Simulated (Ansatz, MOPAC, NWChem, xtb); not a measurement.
**How methods differ on SiI4 (SMILES I[Si](I)(I)I)**

SiI4, singlet, SMILES `I[Si](I)(I)I`. Each level relaxes the structure for itself.

Each level gives the highest harmonic wavenumber at each level's own minimum (cm⁻¹). The values are calculated.

```json
{"level": "AM1", "kind": "semi-empirical", "program": "MOPAC", "value (cm⁻¹)": "435"}
{"level": "MNDOD", "kind": "semi-empirical", "program": "MOPAC", "value (cm⁻¹)": "441"}
{"level": "PM7-HH", "kind": "semi-empirical", "program": "MOPAC", "value (cm⁻¹)": "392"}
{"level": "GFN2-xTB", "kind": "semi-empirical", "program": "xtb", "value (cm⁻¹)": "439"}
{"level": "HF/STO-3G", "kind": "Hartree–Fock", "program": "Ansatz", "value (cm⁻¹)": "510"}
{"level": "HF/3-21G", "kind": "Hartree–Fock", "program": "Ansatz", "value (cm⁻¹)": "368"}
{"level": "PBE/def2-SVP (core potential)", "kind": "GGA", "program": "Ansatz", "value (cm⁻¹)": "393"}
{"level": "B3LYP-D3(BJ)/6-31G*/LANL2DZ (core potential, spherical functions)", "kind": "global hybrid", "program": "NWChem", "value (cm⁻¹)": "385"}
{"level": "B3LYP/6-31G*/LANL2DZ (core potential, spherical functions)", "kind": "global hybrid", "program": "NWChem", "value (cm⁻¹)": "378"}
{"level": "PBE0-D4/def2-TZVP (core potential)", "kind": "global hybrid", "program": "Ansatz", "value (cm⁻¹)": "414"}
```

All-electron rows without a relativistic Hamiltonian named are non-relativistic, while core potentials hold scalar relativity, so basis and relativity change together. Harmonic and unscaled. The values span 368 to 510 cm⁻¹.
